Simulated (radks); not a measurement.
Task: The mean radii <r> (bohr) of the occupied orbitals of an atom or ion are listed with their occupations. Calculated with a radial shooting solver on a logarithmic mesh with Libxc functionals: scalar-relativistic Kohn-Sham, r2SCAN, spin-polarised, spherical densities, finite nucleus; meta-GGA in the generalised Kohn-Sham scheme; Fermi nuclear charge, rms radius of each element as measured or else 0.836 A^(1/3) + 0.57 fm.

| orbital | occ. | <r> |
|---|---|---|
| 1s up | 1 | 0.01835 |
| 1s down | 1 | 0.01835 |
| 2s up | 1 | 0.07756 |
| 2s down | 1 | 0.07756 |
| 2p up | 3 | 0.06944 |
| 2p down | 3 | 0.06944 |
| 3s up | 1 | 0.2008 |
| 3s down | 1 | 0.2008 |
| 3p up | 3 | 0.2012 |
| 3p down | 3 | 0.2012 |
| 3d up | 5 | 0.1824 |
| 3d down | 5 | 0.1824 |
| 4s up | 1 | 0.4496 |
| 4s down | 1 | 0.4497 |
| 4p up | 3 | 0.4778 |
| 4p down | 3 | 0.4778 |
| 4d up | 5 | 0.5115 |
| 4d down | 5 | 0.5113 |
| 5s up | 1 | 1.071 |
| 5s down | 1 | 1.063 |
| 5p up | 3 | 1.248 |
| 5p down | 3 | 1.229 |
| 4f up | 7 | 0.6088 |
| 4f down | 7 | 0.6036 |
| 5d up | 3 | 1.866 |
| 6s up | 1 | 2.818 |
| 6p up | 1 | 3.546 |

Name the element and its charge. Open shells, if any, are filled with parallel spins first.

Result: Z = 74, tungsten, charge +1: W+ in [Xe] 4f14 5d3 6s1 6p1. The 1s radius gives Z: for a bare nucleus <r> = (2 gamma + 1)/(2Z) with gamma = sqrt(1 - (Z/c)^2), 0.01813 bohr for Z = 74, and screening makes it slightly larger (0.01835 here). The occupations add up to 73, and the charge is Z minus that.
